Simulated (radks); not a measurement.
Values are calculated unless marked as measured or tabulated.
Orbital eigenvalues (eV) of the samarium ion Sm3+, [Xe] 4f5, at several levels of relativity; Dirac values are averaged over j with weights 2j + 1. Spin-unpolarised spherical Kohn-Sham, PBE, point nucleus unless stated (finite: rms radius 5.0819 fm), a radial shooting solver on a logarithmic mesh with Libxc functionals. A level marked "c x" has the speed of light scaled by that factor and shares open shells by 2j + 1; other Dirac levels either fill j = l - 1/2 first or share by 2j + 1.

shell	non-rel.	scalar-rel.	Dirac, 2j+1 shares, finite nucleus	Dirac, c x 2	change of magnitude, last against first (%)
2p	-6639.2	-6835.3	-6848.4	-6687.6	+0.73
3s	-1550.9	-1703.3	-1700.6	-1585.1	+2.20
3p	-1396.4	-1445.8	-1448.4	-1408.6	+0.87
3d	-1108.6	-1097.2	-1095.4	-1105.5	-0.28
4s	-328.17	-363.71	-363.15	-336.10	+2.42
4p	-268.59	-278.94	-279.63	-271.14	+0.95
4d	-162.94	-160.01	-159.76	-162.17	-0.47
5s	-65.530	-71.082	-70.983	-66.745	+1.85
5p	-49.060	-49.998	-50.106	-49.288	+0.46
4f	-36.270	-32.421	-32.386	-35.287	-2.71
5d (empty)	-25.089	-24.448	-24.429	-24.921	-0.67
6s (empty)	-20.891	-21.941	-21.929	-21.124	+1.11
